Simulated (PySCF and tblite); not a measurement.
Results of a calculation; reference values are marked as such.
5 regioisomers of C6H3Cl2F:

```csv
isomer,SMILES
A,[CH2:1]=[C:2]1[C:3]([Cl:4])=[CH:5][C:6]([F:7])=[C:8]1[Cl:9]
B,[F:1][C:2]1=[CH:3][CH:4]=[C:5]([Cl:6])/[C:7]1=[CH:8]\[Cl:9]
C,[CH2:1]=[C:2]1[C:3]([Cl:4])=[CH:5][C:6]([Cl:7])=[C:8]1[F:9]
D,[CH2:1]=[C:2]1[CH:3]=[C:4]([Cl:5])[C:6]([F:7])=[C:8]1[Cl:9]
E,[F:1][C:2]1=[C:3]([Cl:4])[CH:5]=[CH:6]/[C:7]1=[CH:8]/[Cl:9]
```

Protocol: conformer search, at most 3 conformers an isomer, GFN2-xTB geometries, energies PBE0/pcSseg-1 (IEF-PCM, acetonitrile) (D3(BJ) added where defined), weights at 298.15 K with GFN2-xTB thermal terms. Programs: PySCF with density fitting and tblite.

**Question.** Rank the isomers by free energy at 298.15 K.

**Answer.** 
| isomer | ΔG (kcal/mol) | ΔE, lowest conformer | conformers | largest weight % | rms dipole (D) |
| --- | --- | --- | --- | --- | --- |
| A | 0.0 | 0.0 | 1 | 100 | 2.10 |
| D | 0.5 | 0.5 | 1 | 100 | 4.03 |
| E | 1.2 | 1.0 | 1 | 100 | 3.97 |
| C | 1.5 | 1.6 | 1 | 100 | 2.16 |
| B | 2.2 | 1.8 | 1 | 100 | 1.09 |
